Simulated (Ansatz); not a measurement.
The first iterations of a band of AlBrF$_{2}$H$_{4}$OSi (10 atoms, charge 0, multiplicity 1).

The calculation used Ansatz 0.2.0, RKS PBE0-D4/def2-SVP.

- movable images: 7
- climbing image: yes
- spring: 5.0 eV/Å²
- optimiser: quadratic models (default)
- start path: through a guess of the saddle point
- force threshold: 0.05 eV/Å
- iteration limit: 60
- end points: relaxed

First end point:

```xyz
10
Properties=species:S:1:pos:R:3
Al -0.251 -0.062 0.104
F -0.527 -0.278 1.739
O 1.108 -0.753 -0.601
Si 2.425 -1.439 -1.305
H 2.033 -2.661 -2.070
H 3.071 -0.471 -2.244
H 3.426 -1.826 -0.264
F -1.571 0.321 -0.822
Br 0.607 2.375 0.760
H 0.221 1.849 2.037
```

Last end point:

```xyz
10
Properties=species:S:1:pos:R:3
Al -0.042 0.428 -0.102
F -0.192 0.074 1.833
O 1.269 -0.493 -0.601
Si 2.429 -1.440 -1.287
H 1.801 -2.568 -2.039
H 3.262 -0.636 -2.229
H 3.310 -2.005 -0.221
F -1.583 0.094 -0.613
Br 0.341 2.616 0.496
H -0.054 0.985 2.096
```

| iteration | highest image above the first end (eV) | largest band force component (eV/Å) |
| --- | --- | --- |
| 1 | 1.282 | 2.792 |
| 2 | 0.530 | 1.846 |
| 3 | 0.236 | 1.173 |
| 4 | 0.180 | 0.817 |
| 5 | 0.160 | 0.915 |
| 6 | 0.107 | 0.510 |

**Question.** Does the band converge within its limit, and where does its top end?

**Answer.** It converged. It ended after 18 iterations with the highest image 0.086 eV above the first end. A vibrational analysis at the climbing image gives one clearly imaginary mode, 405i cm⁻¹, and a faint second one (16i cm⁻¹) that may be numerical noise or a soft torsion: probably a first-order saddle point. The orbitals stay closed-shell, which can raise the energy where a bond breaks towards radicals; this wasn't checked here.

Time of the run: 5.3 min on 4 threads of Arm Neoverse V2, on a shared host, peak memory 0.37 GiB.
